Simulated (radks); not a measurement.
The numbers below are computed, except where a source is named.
The technetium ion Tc4+, configuration [Ar] 3d10 4s2 4p5 4d3 5p1 (not the ground configuration). Level of theory: Dirac Kohn-Sham, PBE, spin-unpolarised, spherical densities, point nucleus; open shells are shared between the two j in proportion to 2j + 1 (a radial shooting solver on a logarithmic mesh with Libxc functionals).

Normalised radial functions P(r) = r R(r) (large component), r in bohr:

```
   r/bohr * 4d3/2 (the largest magnitude, 0.932, reaches the edge; | marks zero)
 0.003129                             *
 0.004781                             *
 0.007306                             *
  0.01116                             *
  0.01706                             *
  0.02607                             *
  0.03983                             |*
  0.06086                             | *
    0.093                             |    *
   0.1421                             |        *
   0.2154                             |            *
   0.3292                             |           *
    0.503                             *
   0.7686           *                 |
    1.175  *                          |
    1.795          *                  |
    2.743                       *     |
    4.191                            *|
    6.404                             *
```

4d3/2: eigenvalue -55.328 eV, 1 radial node at r = 0.497 bohr, <r> = 1.38 bohr, 90 % of the charge inside 2.09 bohr.
